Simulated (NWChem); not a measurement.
Molecule: SiH$_{2}$OBrCl; SMILES O[SiH](Cl)Br

```xyz
6

Si    -0.4922     0.5991     0.4350
O     -1.9082     0.9166    -0.3324
Cl     0.9666     1.9376    -0.1269
Br     0.2399    -1.4358    -0.0532
H     -0.7439     0.7051     1.8831
H     -1.9297     0.8888    -1.2947
```
Atoms are numbered in this order, from 1.

Results from NWChem. All runs use the structure optimised with PBE0/def2-SVP. B3LYP is NWChem's, with the RPA form of VWN correlation. Ions are spin-unrestricted doublets at the neutral geometry; other ion states weren't tried.

```json
[
 {"level": "B3LYP/def2-SVP", "vertical ionisation energy, ΔSCF (eV)": "…", "−ε(HOMO) (eV)": "…", "ΔSCF minus −ε(HOMO) (eV)": "…"},
 {"level": "PBE/def2-SVP", "vertical ionisation energy, ΔSCF (eV)": "10.34", "−ε(HOMO) (eV)": "7.16", "ΔSCF minus −ε(HOMO) (eV)": "3.18"},
 {"level": "BHandHLYP/def2-SVP", "vertical ionisation energy, ΔSCF (eV)": "11.10", "−ε(HOMO) (eV)": "9.73", "ΔSCF minus −ε(HOMO) (eV)": "1.37"},
 {"level": "Hartree-Fock/def2-SVP", "vertical ionisation energy, ΔSCF (eV)": "11.77", "−ε(HOMO) (eV)": "11.69", "ΔSCF minus −ε(HOMO) (eV)": "0.08"},
 {"level": "M06-2X/def2-SVP", "vertical ionisation energy, ΔSCF (eV)": "11.24", "−ε(HOMO) (eV)": "9.83", "ΔSCF minus −ε(HOMO) (eV)": "1.41"}
]
```

### Question
Fill in the missing entries.

### Answer

- B3LYP/def2-SVP, vertical ionisation energy, ΔSCF (eV): 10.75
- B3LYP/def2-SVP, −ε(HOMO) (eV): 8.22
- B3LYP/def2-SVP, ΔSCF minus −ε(HOMO) (eV): 2.53
